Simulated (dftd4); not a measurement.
GeI4, charge -1, doublet, at a GFN2-xTB geometry (a state made from the parent by changing its charge; the spin is typed, not shown lowest); D4 for tpss in dftd4.

dftd4 was given this input:
```
$ dftd4 mol.xyz --func tpss --charge -1 --json dftd4.json --noedisp --grad

# file mol.xyz
5

I     -1.01498190     2.44307870    -0.83070020
Ge    -0.00000000    -0.00000000    -0.00000000
I     -1.89317457    -1.98061983    -0.42652050
I      0.61477469     0.12473657     2.70099564
I      2.29338179    -0.58719544    -1.44377495
```

Output, abridged:

```
                    ____  _____ _____     ____  _  _
      -------------|  _ \|  ___|_   _|---|  _ \| || |------------
     |             | | | | |_    | | ___ | | | | || |_           |
     |             | |_| |  _|   | ||___|| |_| |__   _|          |
     |             |____/|_|     |_|     |____/   |_|            |
     |             ===================================           |
     |            E. Caldeweyher, S. Ehlert & S. Grimme          |
     |          Mulliken Center for Theoretical Chemistry        |
     |                    University of Bonn                     |
      -----------------------------------------------------------

Rational (Becke-Johnson) damping: tpss-D4-ATM
---------------------
  s6         1.0000
  s8         1.7660
  s9         1.0000
  a1         0.4282
  a2         4.5426
 alp        16.0000
--------------------

Dispersion energy:      -1.7531800533933E-02 Eh

Gradient norm:           2.3214656268086E-03 Eh/a0
--------------------------------------------------
     #    Z           dE/dx      dE/dy      dE/dz
--------------------------------------------------
     1   53 I    -4.249E-04  1.023E-03 -3.477E-04
     2   32 Ge    5.724E-12  2.116E-12 -1.596E-11
     3   53 I    -7.925E-04 -8.291E-04 -1.785E-04
     4   53 I     2.573E-04  5.221E-05  1.131E-03
     5   53 I     9.600E-04 -2.458E-04 -6.044E-04
--------------------------------------------------

Virial:
--------------------------------------------------
      component           x          y          z
--------------------------------------------------
          x       8.110E-03  1.354E-11  3.398E-11
          y       1.354E-11  8.110E-03  1.114E-12
          z       3.398E-11  1.114E-12  8.110E-03
--------------------------------------------------

[Info] Dispersion results written to 'dftd4.txt'
[Info] JSON dump of results written to 'dftd4.json'
```
